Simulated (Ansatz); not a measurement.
Input for Ansatz (an electronic-structure program): U-CCSD(T)/def2-SVP on GeH3I (SMILES [GeH3][I]), a point of a bond scan (R = 4.906 Å). Elements past Kr take the def2 small-core potentials; no spin–orbit coupling. The run froze 23 orbitals, filled d shells among them.

Ansatz 0.2 input:
```yaml
crystal:
  periodic: [false, false, false]
  atoms:
    - {symbol: Ge, position_ang: [-1.51348008, -0.02835708, -0.00004782]}
    - {symbol: I, position_ang: [1.02558411, 0.01921569, 0.00003240]}
    - {symbol: H, position_ang: [-2.91607589, -3.99255119, -2.52707259]}
    - {symbol: H, position_ang: [-1.97362434, -0.10568289, 1.46032032]}
    - {symbol: H, position_ang: [-1.99917948, 1.26184539, -0.67076445]}
basis:
  gaussian:
    orbitals: def2-SVP
correlation: {method: ccsd_t, electrons: outside_noble_gas}
scf: {omitted_lower_state_checks: [cluster_reference]}
magnetization: {spin_polarized: true, initial_magnetization: 0}
```

Q: Predict the final total energy.

A: -2373.6368 hartree (reference determinant -2373.4255, T1 diagnostic 0.015). Its determinant has ⟨S²⟩ = 1.00, a mixture of spin states.

Q: How many basis functions does it have, and what does it roughly cost on one machine?

A: 73 functions; very roughly 10 core-seconds.
